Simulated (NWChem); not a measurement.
Program: NWChem. System: C2F3, charge 1, spin multiplicity 3, at the geometry of a parent with another charge or spin, in a state set for the comparison that need not be this species' ground state. Its SCF solution wasn't tested for a lower state. Level: UMP2/def2-SVPD, 5 core orbitals frozen.

Output (cleaned and shortened):

```
             Northwest Computational Chemistry Package (NWChem) 7.3.0
             --------------------------------------------------------

                                NWChem Input Module
                                -------------------

 Scaling coordinates for geometry "geometry" by  1.889725989
 (inverse scale =  0.529177249)

 Turning off AUTOSYM since
 SYMMETRY directive was detected!

                             Geometry "geometry" -> ""
                             -------------------------

 Output coordinates in angstroms (scale by  1.889725989 to convert to a.u.)

  No.       Tag          Charge          X              Y              Z
 ---- ---------------- ---------- -------------- -------------- --------------
    1 F                    9.0000    -0.08162500     1.94643400     0.00000000
    2 C                    6.0000     0.55073800     0.81606700     0.00000000
    3 C                    6.0000     0.08111800    -0.41828700     0.00000000
    4 F                    9.0000    -1.19401800    -0.73760300     0.00000000
    5 F                    9.0000     0.85440500    -1.47401600     0.00000000

 Effective nuclear repulsion energy (a.u.)     163.2495484046

            Nuclear Dipole moment (a.u.)
            ----------------------------
        X                 Y               Z
 ---------------- ---------------- ----------------
    -0.0000113384     0.0000283459     0.0000000000

      Symmetry information
      --------------------

 Group name             Cs
 Group number              2
 Group order               2
 No. of unique centers     5

      Symmetry unique atoms

     1    2    3    4    5


 Summary of "ao basis" -> "" (spherical)
 ------------------------------------------------------------------------------
       Tag                 Description            Shells   Functions and Types
 ---------------- ------------------------------  ------  ---------------------
 *                         def2-svpd                  on all atoms

 Summary of "ao basis" -> "ao basis" (spherical)
 ------------------------------------------------------------------------------
       Tag                 Description            Shells   Functions and Types
 ---------------- ------------------------------  ------  ---------------------
 F                         def2-svpd                 9       23   4s3p2d
 C                         def2-svpd                 8       20   4s2p2d

                                 NWChem SCF Module
[...]
     2   0 2 0    -15.114687   -124.148180   -118.064971    227.098465
     2   0 1 1      0.000000      0.000000      0.000000      0.000000
     2   0 0 2    -16.154494     -9.176177     -6.978317      0.000000

                   NWChem MP2 Semi-direct Energy/Gradient Module
                   ---------------------------------------------

  Basis functions       =    109
  Molecular orbitals    =    109
  Frozen core           =      5
  Frozen virtuals       =      0
  Active alpha occupied =     15
  Active beta occupied  =     13
  Active alpha virtual  =     89
  Active beta virtual   =     91
  Use MO symmetry       = T
  Use skeleton AO sym   = T

  AO/Fock/Back tols     =   1.0D-09  1.0D-09  1.0D-09

 GA uses MA = F    GA memory limited = T

 Available:
  local mem=  1.26D+08
 global mem=  1.44D+08
 local disk=  0.00D+00
  mp2_memr nvloc                    89
  nvloc new                    89
   1 passes of  15:        3145728                      58279                  26673398.
   1 passes of  15: M    126153576           G      144155438           F     123007848.

 Semi-direct pass number   1 of   1  for UHF alpha       at        5.4s
  vrange nnbf                  5872
  mp2_eaftype                   101  avail_ma_in_mb                  1099
 EAF : mp2_eaftype filesize         101   13336699.
  mp2_eaf for mointskh                    101
Node 0 wrote     62.7 Mb in      0.1 s     Agg I/O rate:  1061.9 Mb/s
 Done moints_semi at        8.7s
  mp2_eaftype                   101  avail_ma_in_mb                   998
 EAF : mp2_eaftype filesize         101   13336699.
  mp2_eaf for kh                   101
 Done maket at        9.1s
 Done multipass loop at        9.1s

 GA uses MA = F    GA memory limited = T

 Available:
  local mem=  1.26D+08
 global mem=  1.44D+08
 local disk=  0.00D+00
  mp2_memr nvloc                    91
  nvloc new                    91
   1 passes of  13:        3145728                      54403                  23638748.
   1 passes of  13: M    126153576           G      144155438           F     123007848.

 Semi-direct pass number   1 of   1  for UHF beta        at        9.1s
  vrange nnbf                  5872
  mp2_eaftype                    90  avail_ma_in_mb                  1099
 EAF : mp2_eaftype filesize          90   11819374.
  mp2_eaf for mointskh                     90
Node 0 wrote     55.6 Mb in      0.1 s     Agg I/O rate:   661.6 Mb/s
 Done moints_semi at       12.4s
  mp2_eaftype                    90  avail_ma_in_mb                  1009
 EAF : mp2_eaftype filesize          90   11819374.
  mp2_eaf for kh                    90
 Done maket at       12.8s
 Done multipass loop at       12.8s

          -------------------------------------------
          SCF energy                -373.284270802406
          Correlation energy          -0.779400730514
          Singlet pairs                0.000000000000
          Triplet pairs                0.000000000000
          Total MP2 energy          -374.063671532919
          -------------------------------------------

          ---------------------------------------------------
                    Spin Component Scaled (SCS) MP2
          Same spin pairs                     -0.221641257182
          Same spin scaling factor             0.333333333333
          Opposite spin pairs                 -0.557759473332
          Opposite spin scaling fact.          1.200000000000
          SCS-MP2 correlation energy          -0.743191787059
          Total SCS-MP2 energy              -374.027462589464
          ---------------------------------------------------

 -----------------------
 Performance information
 -----------------------

 Timer overhead =  1.37D-07 seconds/call

               Nr. of calls         CPU time (s)                 Wall time (s)                GFlops
             ---------------    -------------------     ------------------------------   -------------------
Name         Min   Avg   Max    Min     Avg     Max     Min     Avg     Max   Mx/calls   Min     Max     Sum
mp2: moin     2     2     2    6.5     6.5     6.5      6.5     6.5     6.5     3.2      0.0     0.0     0.0
mp2: make     2     2     2   0.86    0.86    0.86     0.86    0.86    0.86    0.43      0.0     0.0     0.0
mp2: tota     1     1     1    7.4     7.4     7.4      7.4     7.4     7.4     7.4      0.0     0.0     0.0

 The average no. of pstat calls per process was 5.00D+00
 with a timing overhead of 6.83D-07s

 Task  times  cpu:       12.7s     wall:       12.7s

 Total times  cpu:       12.8s     wall:       12.8s
```

**Question.** Write an NWChem input that would produce this output.

**Answer.** This is not unique; one that fits is 
```
start mol
memory heap 200 mb stack 900 mb global 1100 mb
charge 1
geometry units angstroms nocenter noautoz
  F     -0.081625     1.946434     0.000000
  C      0.550738     0.816067     0.000000
  C      0.081118    -0.418287     0.000000
  F     -1.194018    -0.737603     0.000000
  F      0.854405    -1.474016     0.000000
  symmetry group Cs
end
basis spherical
  * library def2-svpd
end
scf
  uhf
  nopen 2
  maxiter 100
  thresh 1e-7
  semidirect memsize 60000000 filesize 0
  # guess.movecs holds the orbitals of an unrestricted PBE0 run
  vectors input guess.movecs output mol.movecs
end
mp2
  freeze core 5
end
task mp2 energy
```
